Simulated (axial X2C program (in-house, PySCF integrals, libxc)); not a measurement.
# Testing model relations on MnBr⁺

A bond curve at the PBE0 level, two-component, was computed with an axial X2C code built on PySCF integrals (basis Br dyall-cv3z [8s9p6d4f1g], Mn dyall-cv3z [9s10p6d3f2g] (cores contracted in-house)) for the state Ω = 5/2 (⟨Sz⟩ = 2.50, ⟨Lz⟩ = 0.00 at PBE0). Its fit gives Re = 2.2337 Å, ωe = 360.5 cm⁻¹, ωexe = 0.949 cm⁻¹ and αe = 3.769e-04 cm⁻¹; the masses are 78.9183 and 54.9380 u. Two-component means X2C with spin–orbit coupling and atomic mean-field Coulomb and Gaunt terms.

Question: Find the reduced mass, Be and the force constant.

Answer: From the PBE0 values: μ = 32.3901 u. Be = 16.8576/(μ Re²) = 0.1043 cm⁻¹. k = 5.8918×10⁻⁷ μ ωe² = 2.48 mdyn/Å.

Question: A Morse curve ties αe to the other constants (Pekeris). How well does that hold?

Answer: αe(Morse) = 6Be²/ωe × (√(ωexe/Be) − 1) = 3.651e-04 cm⁻¹; the PBE0 curve gives 3.769e-04 cm⁻¹, a ratio of 0.97.

Question: Estimate De from a Morse curve and compare with the computed well depth of 2.577 eV to Br + Mn+.

Answer: De(Morse) = ωe²/(4ωexe) = 4.245 eV against 2.577 eV computed, a ratio of 1.65. The extrapolation overshoots: the well softens faster than a Morse curve, or the lowest atomic limit lies below the one to which the curve heads.

Question: Estimate the centrifugal constant by the Kratzer relation.

Answer: D = 4Be³/ωe² = 3.49e-08 cm⁻¹.

Question: Where do the fundamental and the first overtone lie?

Answer: ν(1←0) = ωe − 2ωexe = 358.6 cm⁻¹; ν(2←0) = 2ωe − 6ωexe = 715.3 cm⁻¹.

Occupations by symmetry block were frozen at the best pattern of an incomplete PBE0 search. De is counted from the lowest determinant-based energies of the atoms at the same level, without counterpoise correction. Density functionals use the spin component along the axis (collinear). Without a current term, density functionals place determinants with orbital angular momentum somewhat too high. With several unpaired electrons one determinant need not be a pure state. This is the top spin component of a Σ state; components of lower Ω are not single determinants and can lie lower.
